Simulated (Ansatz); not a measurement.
Input file for Ansatz (a first-principles code): R-wB97X-V/def2-TZVPP on H4OSi2 (SMILES O[Si][SiH3]), a point of a torsion scan.

Ansatz 0.2 input:
```yaml
crystal:
  periodic: [false, false, false]
  atoms:
    - {symbol: O, position_ang: [2.04441204, 0.10047364, -0.02496572]}
    - {symbol: Si, position_ang: [1.48600334, -1.43683730, 0.14206629]}
    - {symbol: Si, position_ang: [0.27372137, -1.61187659, 2.07564011]}
    - {symbol: H, position_ang: [1.69537044, 0.88343021, -0.43238140]}
    - {symbol: H, position_ang: [1.01388194, -2.61620609, 2.86803483]}
    - {symbol: H, position_ang: [-0.96944926, -2.30381693, 1.67133344]}
    - {symbol: H, position_ang: [-0.19617377, -0.65429488, 3.09670994]}
basis:
  gaussian:
    orbitals: def2-TZVPP
hamiltonian:
  xc: {name: wB97X-V}
scf: {lower_state_search: off}
```

Output:

```
WARN ansatz: RAYON_NUM_THREADS=1 ignored (pool sized by the plan → 1); use --threads N
Functional definition: wB97X-V
these checks for a lower state are left out or cut short: stability, starts, cluster_reference, orbital_swaps, neighbouring_geometries, increment
integrals: 0.11 GiB planned
969 factors; their error is unknown
integrals: 0.14 GiB planned
215 factors; integrals over basis functions are off by at most 1.3e-5 eV
mean field: 0.86 GiB planned
mean field evaluation 1: about -17860.5458 eV, gradient 4.8e1 eV
mean field evaluation 2: about -17858.9027 eV, gradient 5.9e1 eV
mean field evaluation 4: about -17864.4164 eV, gradient 8.4e-1 eV
mean field evaluation 8: about -17864.4414 eV, gradient 3.0e-2 eV
mean field evaluation 16: about -17864.4414 eV, gradient 4.5e-5 eV
mean field -17864.44142158 eV, -656.5061132898 hartree, gradient 5.2e-6 eV, S^2 0.000000; 0 other end points of the search recorded, 0 dependent functions left out
reference -17864.44141959 eV, -656.5061132165 hartree; 20, 20 occupied and 151, 151 virtual orbitals, 969 factors
Total energy: -17864.44141959 eV, -656.5061132165 hartree
Checks for a lower state left out: stability, starts, cluster_reference, orbital_swaps, neighbouring_geometries, increment
```

The calculation finished and met its thresholds.

Cost: about 4 core-seconds (a rough figure).
